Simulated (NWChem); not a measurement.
Species: C4H4ClF; SMILES C=C/C(F)=C/Cl

```xyz
10

C     -0.0025     2.9271     0.0000
C     -0.6878     1.7623     0.0000
C     -0.0585     0.4533     0.0000
F      1.2854     0.4442     0.0000
C     -0.7437    -0.7197     0.0000
Cl     0.0263    -2.2585     0.0000
H      1.0977     2.9362     0.0000
H     -0.5260     3.8938     0.0000
H     -1.7900     1.7572     0.0000
H     -1.8420    -0.7289     0.0000
```
Atoms are numbered in this order, from 1.

All runs: NWChem. Coordinates come from a PBE-D3(BJ)/def2-SVP optimisation. Total energies compare along this basis series because the functional is fixed.

```tsv
level	basis functions	energy (Ha)	highest occupied level (eV)	orbital gap (eV)	dipole (D)
TPSS/cc-pVDZ	108	-714.9051	…	3.69	…
TPSS/aug-cc-pVDZ	178	-714.9241	-5.81	3.65	2.18
TPSS/cc-pVTZ	240	-714.9980	-5.76	3.67	2.11
```

Q: What belongs in the gaps?

A: 
- TPSS/cc-pVDZ, highest occupied level (eV): -5.61
- TPSS/cc-pVDZ, dipole (D): 2.04
